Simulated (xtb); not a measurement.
C2H6OSi2, SMILES O[Si@@H]1C=C[SiH2]1. All values are semi-empirical tight-binding results from xtb (GFN2-xTB unless named), good for trends rather than for accurate numbers. Coordinates come from a GFN2-xTB optimisation. The structure was generated by enumeration; whether it is a known compound was not checked. Other conformers were not sampled.

```
Quantity                                        Value
--------------------------------------  -------------
orbital gap                                   3.25 eV
dipole moment                                  1.04 D
zero-point energy                       43.2 kcal/mol
G − E(el) at 298.15 K (modified RRHO)   24.0 kcal/mol
static polarisability (D4 model)           81.1 bohr³
solvation energy, GFN2-xTB/ALPB(water)  -3.4 kcal/mol
solvation energy, GFN2-xTB/ALPB(dmso)   -7.1 kcal/mol
```
